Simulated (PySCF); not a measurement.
From one molecule to another.

First species: C3H10N (charge +1).
InChI=1S/C3H9N/c1-3-4-2/h4H,3H2,1-2H3/p+1

Second species: C4H12OSi.
Atom-mapped SMILES: `[CH3:1][SiH2:2][O:3][CH:4]([CH3:5])[CH3:6]` (hydrogens: H7, H8, H9 on C1; H10, H11 on Si2; H12 on C4; H13, H14, H15 on C5; H16, H17, H18 on C6)

Geometry (PBE0-D3(BJ)/def2-SVP, Å), atoms numbered from 1 in this order:
```
atom  x, y, z in Å
C1     3.1769   -0.0858    0.2389
Si2    1.6218    0.3997   -0.6654
O3     0.3331   -0.1394    0.2443
C4    -1.0221   -0.1192   -0.1623
C5    -1.6423    1.2359    0.1361
C6    -1.7342   -1.2535    0.5482
H7     4.0674    0.2466   -0.3171
H8     3.2308   -1.1779    0.3613
H9     3.2023    0.3756    1.2377
H10    1.5712    1.8868   -0.8525
H11    1.5607   -0.2247   -2.0284
H12   -1.0803   -0.3009   -1.2558
H13   -1.5868    1.4449    1.2158
H14   -2.6986    1.2636   -0.1718
H15   -1.1115    2.0406   -0.3948
H16   -1.6749   -1.1088    1.6381
H17   -1.2595   -2.2151    0.3053
H18   -2.7943   -1.3008    0.2571
```

Levels: wB97X-D/def2-SVPD for HOMO energy, LUMO energy, HOMO–LUMO gap, static isotropic polarisability and electronic spatial extent ⟨r²⟩ about the centre of nuclear charge; TDDFT wB97X-D/def2-SVPD for lowest singlet excitation; TDA wB97X-D/def2-SVPD for lowest triplet excitation (Tamm–Dancoff); ΔSCF wB97X-D/def2-SVPD for vertical ionisation energy; PBE0-D3(BJ)/def2-SVP for rotational constant A and rotational constant C. Geometries: PBE0-D3(BJ)/def2-SVP. All species are isolated and taken at one optimised geometry, non-relativistic unless stated. Electronic properties by PySCF.

The conformers computed, where there is a choice (atom-mapped SMILES and torsion angles):
- `[CH3:1][CH2:2][NH2+:3][CH3:4]`: C1–C2–N3–C4 178°
- `[CH3:1][SiH2:2][O:3][CH:4]([CH3:5])[CH3:6]`: C1–Si2–O3–C4 -172°, Si2–O3–C4–C5 -85°

Values for the first species:

| Property | Result |
| --- | --- |
| HOMO energy | -16.94 eV |
| LUMO energy | -2.78 eV |
| HOMO–LUMO gap | 14.16 eV |
| Lowest singlet excitation | 9.71 eV |
| Lowest triplet excitation (Tamm–Dancoff) | 9.62 eV |
| Static isotropic polarisability | 42.9 au |
| Vertical ionisation energy | 17.65 eV |
| Electronic spatial extent ⟨r²⟩ about the centre of nuclear charge | 393 bohr² |
| Rotational constant A | 23.724 GHz |
| Rotational constant C | 3.519 GHz |

Question: Estimate the same properties for the second species, and the change in each.

Answer: 
```tsv
property	first	second	second less first
HOMO energy	-16.94 eV	-9.74 eV	+7.20 eV
LUMO energy	-2.78 eV	2.29 eV	+5.07 eV
HOMO–LUMO gap	14.16 eV	12.03 eV	-2.13 eV
lowest singlet excitation	9.71 eV	7.52 eV	-2.19 eV
lowest triplet excitation (Tamm–Dancoff)	9.62 eV	7.26 eV	-2.36 eV
static isotropic polarisability	42.9 au	81.0 au	+38.1 au
vertical ionisation energy	17.65 eV	9.91 eV	-7.74 eV
electronic spatial extent ⟨r²⟩ about the centre of nuclear charge	393 bohr²	1040 bohr²	+647 bohr²
rotational constant A	23.724 GHz	5.711 GHz	-18.013 GHz
rotational constant C	3.519 GHz	1.254 GHz	-2.265 GHz
```

On the first: The ΔSCF ionisation energy exceeds −ε(HOMO) by 0.71 eV with wB97X-D. The vertical singlet–triplet gap S1 − T1 is 0.09 eV (TDDFT singlet less Tamm–Dancoff triplet; S1: HOMO→LUMO, weight 0.93; T1: HOMO→LUMO, weight 0.90).

On the second: S1 lies 4.51 eV below the HOMO–LUMO gap. The principal polarisabilities are 73.2, 78.0 and 91.9 au; their mean is the isotropic value.
